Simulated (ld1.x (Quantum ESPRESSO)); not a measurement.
# What the settings do to the ultrasoft potential of platinum (Pt)

Base potential:

* Element: platinum (Pt)
* Generator: ld1.x (Quantum ESPRESSO) 7.5
* Type: ultrasoft
* Functional: Wu–Cohen
* Relativity: scalar-relativistic
* Frozen core: [Xe] 4f14
* Valence charge: 10
* Reference configuration: 5d9 6s1 6p0
* Partial waves: 6s (bound): rcut 2.35, rcutus 2.50 bohr; 6s channel at 1.5 Ry: rcut 2.35, rcutus 2.50 bohr; 6p (bound, empty): rcut 2.55, rcutus 3.50 bohr; 6p channel at 5 Ry: rcut 2.55, rcutus 3.50 bohr; 5d (bound): rcut 2.05, rcutus 2.25 bohr; 5d channel at 2.4 Ry: rcut 2.05, rcutus 2.25 bohr
* Local potential: all-electron potential smoothed inside 3.35 bohr (lloc = -1)
* Core correction: Bessel-smoothed model core inside 1.70 bohr
* Augmentation charge: PSQ, inside the norm-conserving radii

Cutoffs, loose and tight: the cutoffs (Ry, on a coarse ladder) from which the occupation-weighted sum of valence levels, in a spherical-Bessel basis at the reference potential, stays within 10 and 1 mRy of its value at 400 Ry. They do not see the model core or the augmentation charge, which bear on the density cutoff. Test errors are all-electron minus pseudo excitation energies from the reference, over the configurations 5d9 6s0 6p0; 5d8 6s0 6p0; 5d7 6s0 6p0; 5d8 6s1 6p1; 5d8 6s1 6p0; 5d6 6s0 6p0; 5d9.5 6s0.5 6p0. A dash means not determined; rows that change the core or the reference have their own tests.

Cutoffs are not given where the Bessel-basis levels miss the radial ones by over 6 mRy, ghosts where they miss by over 20 mRy; a channel whose overlap is not positive is not tested.

```tsv
change	outcome	cutoff, loose	cutoff, tight	bound ghosts	largest test error (meV)
base	generated	21 Ry	35 Ry	none	-2297
reference 5d9 6s0.5 6p0	generated	21 Ry	35 Ry	none	-630
wave 6s channel at 1.5 Ry: rcut 2.35, rcutus 2.50 bohr becomes 6s channel at 0.12 Ry: rcut 2.35, rcutus 2.50 bohr	generated	21 Ry	35 Ry	none	-2297
type PAW; local potential all-electron potential smoothed inside 3.00 bohr (lloc = -1); augmentation PSQ, radius 1.90 bohr	generated	21 Ry	35 Ry	none	-661
local potential all-electron potential smoothed inside 2.20 bohr (lloc = -1)	generated	21 Ry	35 Ry	none	-2281
functional PBE	generated	21 Ry	35 Ry	none	-2360
waves 6s (bound): rcut 2.35, rcutus 3.12 bohr; 6s channel at 1.5 Ry: rcut 2.35, rcutus 3.12 bohr	generated	21 Ry	35 Ry	none	-2146
waves 6p (bound): rcut 2.55, rcutus 3.22 bohr; 6p channel at 5 Ry: rcut 2.55, rcutus 3.22 bohr	generated	21 Ry	35 Ry	none	-2297
all radii but the core radius scaled by about 1.17 (s 2.92, p 4.08, d 2.62 bohr, rcut 2.74/2.98/2.40); local potential all-electron potential smoothed inside 3.92 bohr (lloc = -1)	generated	15 Ry	25 Ry	none	-340
core correction Bessel-smoothed model core inside 1.96 bohr	generated	21 Ry	35 Ry	none	-2252
```

Question: What comes out with this change to the base: core [Kr] 4d10 4f14, valence charge 18; reference 5s2 5p6 5d9 6s0.5 6p0; waves now 5s (bound): rcut 1.45, rcutus 2.00 bohr; 6s (bound): rcut 1.45, rcutus 2.00 bohr; 5p (bound): rcut 1.50, rcutus 1.65 bohr; 6p (bound): rcut 1.50, rcutus 1.65 bohr; 5d (bound): rcut 1.15, rcutus 1.35 bohr; 5d channel at 2.4 Ry: rcut 1.15, rcutus 1.35 bohr; local potential all-electron potential smoothed inside 1.65 bohr (lloc = -1); core correction none?

Answer: outcome: generated, overlap not positive; bound ghosts: not determined (overlap not positive); largest test error (meV): -2.4 over the solved tests; test run stopped at test 3 of 7 (negative rho). A file whose overlap is not positive is unfit for use, and its test errors describe a broken file.

Question: What comes out with this change to the base: waves 5d (bound): rcut 1.38, rcutus 1.46 bohr; 5d channel at 2.4 Ry: rcut 1.38, rcutus 1.46 bohr?

Answer: outcome: generated; cutoff, loose: 50 Ry; cutoff, tight: 90 Ry; bound ghosts: none; largest test error (meV): -734.
